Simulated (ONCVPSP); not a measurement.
**Tb (Z = 65), ONCV: configuration errors across variants**

```
Element                 : terbium
Generator               : ONCVPSP 4.0.1
Type                    : optimised norm-conserving Vanderbilt (ONCV)
Functional              : LDA (Perdew-Zunger)
Relativity              : scalar-relativistic
Frozen core             : [Kr] 4d10 4f8
Valence charge          : 11
Reference configuration : 5s2 5p6 5d1 6s2
Partial waves           : 5s+6s: rc 1.70 bohr, ncon 3, nbas 6, qcut 6.3 1/bohr, 2 projectors; 5p: rc 1.85 bohr, ncon 3, nbas 7, qcut 7.3 1/bohr, 2 projectors, debl 1.6 Ha; 5d: rc 3.50 bohr, ncon 4, nbas 9, qcut 3.6 1/bohr, 2 projectors, debl 1.8 Ha; f scattering state at 0.17 Ha: rc 3.55 bohr, ncon 3, nbas 6, qcut 3.6 1/bohr, 2 projectors, debl 3.5 Ha
Local potential         : polynomial inside 1.45 bohr (lpopt 4, dvloc0 0 Ha)
Core correction         : Teter function, fcfact 2, rcfact 1.55
```

All-electron excitation energies from the reference (eV): (1) 5s2 5p6 5d1 6s1 6.954; (2) 5s2 5p6 5d1 6s0 19.498; (3) 5s2 5p6 5d1 6s1.5 2.809.

3 further variants failed, have other tests or another functional or relativity, and are left out.

A true bound ghost makes a file unfit for plane-wave use even where its test errors are small: the radial tests pick states by their node count and pass the ghost by.

Errors AE − PS in meV (a dash: test not solved or not reliable):

| change | (1) | (2) | (3) | bound ghosts | GHOST(+) flags above zero |
| --- | --- | --- | --- | --- | --- |
| base | -2.0 | -5.0 | -0.7 | none | s, f |
| core correction Teter function, fcfact 2, rcfact 1.76 | -2.4 | -8.6 | -0.8 | none | s, f |
| core correction Teter function, fcfact 3.75, rcfact 1.35 | -1.9 | -4.7 | -0.7 | none | s, f |
| all radii but the core radius scaled by about 0.92 (s 1.56, p 1.70, d 3.22, f 3.28 bohr); local potential polynomial inside 1.34 bohr (lpopt 4, dvloc0 0 Ha) | -1.0 | +0.9 | -0.5 | none | s, d, f |
| local potential polynomial inside 1.45 bohr (lpopt 4, dvloc0 8.5 Ha) | +4.5 | +35 | +0.6 | f | d, f |
| p: rc 2.34 | -1.8 | -4.7 | -0.7 | none | s, f |
| core correction Teter function, fcfact 3.6, rcfact 1.55 | -2.1 | -5.9 | -0.8 | none | s, f |

(1) Give the same row for: local potential polynomial inside 1.60 bohr (lpopt 4, dvloc0 0 Ha).

Results:

(1) -2.0, -5.2, -0.7; bound ghosts: none; GHOST(+) flags above zero: s, f.
